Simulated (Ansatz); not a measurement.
The cluster ZrGe₁₀. Total charge 0; singlet. Geometry r2SCAN-D4/def2-SVP; atoms count from 1.

Cartesian coordinates in Å:
```
Zr 0.6451 -1.0574 -1.1345
Ge 2.4165 1.0949 2.3427
Ge -2.4274 -2.0969 -0.7054
Ge 2.5690 -0.8207 0.7136
Ge -0.3595 1.5648 -1.8404
Ge -1.6629 -0.4969 -2.5717
Ge -0.6112 -2.2029 1.0364
Ge -2.0038 0.2854 -0.0766
Ge 1.8188 1.4312 -0.2710
Ge -0.6398 2.2995 0.7721
Ge 0.2552 -0.0010 1.7348
```

In the def2 sets Zr takes a core potential; there is no spin–orbit coupling. Single mean-field runs in def2-TZVP are fitted with def2-universal-jkfit. The restricted singlet is unstable towards broken spin symmetry in Hartree–Fock (as tested in another run); at PBE0-D4/def2-TZVP this wasn't settled. No other spin state of charge 0 was run. Another isomer (singlet) lies 0.69 eV lower at PBE0-D4/def2-TZVP; other spin states weren't run for this one.

Estimate the Mulliken populations from the PBE0/def2-TZVP orbitals of Ansatz.


```json
{"atom": "Zr1", "charge (e)": "0.30", "d electrons": "2.52"}
{"atom": "Ge2", "charge (e)": "0.11", "d electrons": "–"}
{"atom": "Ge3", "charge (e)": "0.02", "d electrons": "–"}
{"atom": "Ge4", "charge (e)": "-0.07", "d electrons": "–"}
{"atom": "Ge5", "charge (e)": "-0.04", "d electrons": "–"}
{"atom": "Ge6", "charge (e)": "-0.20", "d electrons": "–"}
{"atom": "Ge7", "charge (e)": "-0.07", "d electrons": "–"}
{"atom": "Ge8", "charge (e)": "0.03", "d electrons": "–"}
{"atom": "Ge9", "charge (e)": "-0.13", "d electrons": "–"}
{"atom": "Ge10", "charge (e)": "0.16", "d electrons": "–"}
{"atom": "Ge11", "charge (e)": "-0.11", "d electrons": "–"}
```
Mulliken values and Mayer orders depend strongly on the basis.

And the Mayer bond orders between bonded heavy atoms (over 0.3)?

Zr1–Ge3 0.35 (3.27 Å); Zr1–Ge4 0.89 (2.68 Å); Zr1–Ge5 0.63 (2.90 Å); Zr1–Ge6 0.83 (2.78 Å); Zr1–Ge7 0.91 (2.76 Å); Zr1–Ge8 0.33 (3.15 Å); Zr1–Ge9 0.70 (2.88 Å); Zr1–Ge11 0.41 (3.08 Å); Ge2–Ge4 0.83 (2.52 Å); Ge2–Ge9 0.52 (2.70 Å); Ge2–Ge11 0.69 (2.50 Å); Ge3–Ge6 0.69 (2.57 Å); Ge3–Ge7 0.72 (2.52 Å); Ge3–Ge8 0.66 (2.50 Å); Ge4–Ge9 0.53 (2.57 Å); Ge4–Ge11 0.43 (2.66 Å); Ge5–Ge6 0.63 (2.55 Å); Ge5–Ge8 0.45 (2.73 Å); Ge5–Ge9 0.44 (2.69 Å); Ge5–Ge10 0.48 (2.73 Å); Ge6–Ge8 0.53 (2.64 Å); Ge7–Ge11 0.74 (2.47 Å); Ge8–Ge10 0.62 (2.58 Å); Ge9–Ge10 0.42 (2.81 Å); Ge9–Ge11 0.33 (2.92 Å); Ge10–Ge11 0.56 (2.65 Å).
